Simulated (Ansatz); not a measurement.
Cost and result up the ladder for SnMeF3 (CH₃F₃Sn) (8 atoms). Total charge 0; singlet. Geometry: PBE-D4/def2-SVP.

```
atom   x (Å)   y (Å)   z (Å)
  C1  -0.411  -0.237   1.144
  F2   0.393  -1.394  -1.979
  F3   2.090   0.929  -0.889
  F4  -0.798   1.438  -1.821
 Sn5   0.299   0.173  -0.832
  H6  -0.370   0.703   1.723
  H7   0.247  -1.005   1.590
  H8  -1.450  -0.606   1.063
```

Ansatz on 2 threads of Intel Xeon Platinum 8488C on a shared host. Times are rough, and most runs start from the orbitals of an earlier one. ωB97X-V/def2-TZVP serves as the yardstick here, not as an exact answer. Differences are given only for rows in sets of like size (and for xTB, whose basis is part of the method), since another set adds its own error. Binding counts from free atoms at the same level (C triplet, F doublet, Sn triplet, H doublet; other spins of the atoms weren't run), without zero-point energy or a counterpoise term.

In the def2 sets Sn takes a core potential, while STO-3G treats all electrons; there is no spin–orbit coupling. Correlated methods freeze 8 core orbitals; core or outer-core shells of Sn are correlated, in sets that lack core-valence functions. The rows differ in basis, and correlated rows in double-zeta sets carry the largest basis error.

Correlated methods converge slowly with the basis, most of all in double-zeta sets.

```json
{"level": "HF/STO-3G", "functions": "50", "wall time": "0.4 s", "binding energy per atom (eV)": "2.80", "difference from ωB97X-V/def2-TZVP (eV)": "–"}
{"level": "PBE-D4/def2-SVP", "functions": "97", "wall time": "0.9 s", "binding energy per atom (eV)": "3.76", "difference from ωB97X-V/def2-TZVP (eV)": "–"}
{"level": "PBE0-D4/def2-SVP", "functions": "97", "wall time": "1.4 s", "binding energy per atom (eV)": "3.61", "difference from ωB97X-V/def2-TZVP (eV)": "–"}
{"level": "revPBE-D4/def2-TZVP", "functions": "192", "wall time": "1.6 s", "binding energy per atom (eV)": "3.68", "difference from ωB97X-V/def2-TZVP (eV)": "-0.04"}
{"level": "PBE-D4/def2-TZVP (with forces)", "functions": "192", "wall time": "2.1 s", "binding energy per atom (eV)": "3.79", "difference from ωB97X-V/def2-TZVP (eV)": "0.08"}
{"level": "PBE0-D4/def2-TZVP", "functions": "192", "wall time": "2.6 s", "binding energy per atom (eV)": "3.66", "difference from ωB97X-V/def2-TZVP (eV)": "-0.06"}
{"level": "r2SCAN-D4/def2-TZVP", "functions": "192", "wall time": "2.8 s", "binding energy per atom (eV)": "3.71", "difference from ωB97X-V/def2-TZVP (eV)": "-0.01"}
{"level": "MP2/def2-TZVP", "functions": "192", "wall time": "2.9 s", "binding energy per atom (eV)": "3.68", "difference from ωB97X-V/def2-TZVP (eV)": "-0.03"}
{"level": "CAM-B3LYP-D4/def2-TZVP", "functions": "192", "wall time": "3 s", "binding energy per atom (eV)": "3.71", "difference from ωB97X-V/def2-TZVP (eV)": "-0.01"}
{"level": "ωB97X-V/def2-TZVP", "functions": "192", "wall time": "6.5 s", "binding energy per atom (eV)": "3.72", "difference from ωB97X-V/def2-TZVP (eV)": "0.00"}
{"level": "CCSD(T)/def2-SVP", "functions": "97", "wall time": "8.5 s", "binding energy per atom (eV)": "3.44", "difference from ωB97X-V/def2-TZVP (eV)": "–"}
```
